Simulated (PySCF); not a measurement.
Delta-SCF ions had no search for a lower state. Excitations are Tamm–Dancoff values on a coarser integration grid. The basis has no diffuse functions, so Rydberg states are missing or too high.

Z-matrix (Å, degrees):
```
Ga
F 1 1.7428
O 1 1.7618 2 117.69
H 3 0.9605 1 113.01 2 -180.00
O 1 1.7691 2 118.90 3 -180.00
H 5 0.9605 1 113.23 2 0.00
```
Charge 0, multiplicity 1.

Question: What is the computed brightest of the four lowest singlets (TDA), vertical ionisation energy (Delta-SCF) and total energy (PySCF with PBE0-D4/def2-TZVP)?

Answer: 
The brightest of the four lowest singlets (TDA) is 7.23 eV and the vertical ionisation energy (Delta-SCF) comes out as 11.73 eV. The total energy is -2176.0605 Ha.
